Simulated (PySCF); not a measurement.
Species: C₇H₁₁O (doublet state).
SMILES with atom numbers: `[CH2:1]=[C:2]1[CH:3][C@:4]([CH3:5])([OH:6])[CH2:7][CH2:8]1` (hydrogens: H9, H10 on C1; H11 on C3; H12, H13, H14 on C5; H15 on O6; H16, H17 on C7; H18, H19 on C8)

Geometry (GFN2-xTB, Å), atoms numbered from 1 in this order:
```xyz
19
C7H11O angstrom
C      2.4703   -1.0973    0.6168
C      1.3138   -0.4538    0.2737
C      0.1149   -1.0392   -0.0859
C     -0.9354   -0.0291   -0.4346
C     -2.3011   -0.3560    0.1651
O     -1.1306    0.0250   -1.8484
C     -0.3365    1.2917    0.1064
C      1.1744    1.0514    0.2245
H      3.3570   -0.5500    0.8793
H      2.5232   -2.1705    0.6376
H     -0.0575   -2.0956   -0.1798
H     -2.9965    0.4492   -0.0565
H     -2.2198   -0.4826    1.2410
H     -2.6800   -1.2728   -0.2785
H     -0.2730    0.1522   -2.2684
H     -0.5823    2.1226   -0.5539
H     -0.7598    1.4998    1.0887
H      1.7113    1.4403   -0.6449
H      1.5980    1.5239    1.1103
```

The hyperfine couplings belong to this conformer and change with its torsions.

Computed with UKS B3LYP, pcH-1 on C H O, non-relativistic, mean-field spin-orbit, GIAO (PySCF). The structure is a single GFN2-xTB conformer in the gas phase; no vibrational or solvent corrections. Couplings are sensitive to structure, and on GFN2-xTB geometries they can be far from those on DFT ones. The SCF solution wasn't tested for stability. ⟨S²⟩ is 0.776 where a pure state has 0.75.

Task: Give the principal g shifts and their parts.

Result: 
```csv
Δg (ppm),1,2,3
relativistic mass correction,-150,-150,-150
gauge correction,9,40,37
orbital Zeeman/spin–orbit,0,332,532
total,-141,222,419
```

So g = 2.00218, 2.00254, 2.00274 and g_iso = 2.00249; the tensor is rhombic: the two nearest values differ by 35 % of g3 − g1. Axes: g3 points within 5° of the C1–C2 bond.

Task: At 94.351 GHz, how far is the centre of the isotropic spectrum from where a free electron (g = 2.002319) resonates?

Result: B = hν/(g μB) with μB/h = 13.99624 MHz/mT gives 3366.68 mT for the free electron and 3366.40 mT at g_iso, 0.28 mT lower.

Task: What effective moment and Curie constant follow for a powder?

Result: With the mean of g² = 4.0099 and S(S+1) = 0.75: μ_eff = √(⟨g²⟩S(S+1)) = 1.734 μB and χT = 0.12505·⟨g²⟩·S(S+1) = 0.376 cm³ K/mol (cgs; spin-Hamiltonian part alone).

Task: In a frozen sample, at which fields do the three g values resonate at 9.5, 34, 94 and 263 GHz (hyperfine left aside), and which band first spreads them over more than twice a line width of 0.3 mT?

Result: 
| band | GHz | B(g3) mT | B(g2) mT | B(g1) mT | spread mT |
| --- | --- | --- | --- | --- | --- |
| X | 9.5 | 338.91 | 338.95 | 339.01 | 0.09 |
| Q | 34.0 | 1212.95 | 1213.07 | 1213.29 | 0.34 |
| W | 94.0 | 3353.45 | 3353.78 | 3354.39 | 0.94 |
| J | 263.0 | 9382.53 | 9383.46 | 9385.16 | 2.63 |

The spread grows in proportion to the frequency. W band is the first where it exceeds 0.6 mT.

Largest spin populations (Mulliken): C1 (+0.69), C3 (+0.64) and C2 (-0.26). The positive populations add up to 1.40 and the negative ones to -0.40, together 2S = 1. The angles at C1 add up to 360.0°, so it is planar; its axial dipolar tensor and the negative couplings of its protons fit spin in a p orbital normal to that plane.

The HOMO–LUMO gaps are 6.11 eV among the α and 4.95 eV among the β orbitals.

Time: 3.1 min wall, 2.3 min CPU (grids of density and orbitals included). Hardware: x86-64 server, one thread (shared host).
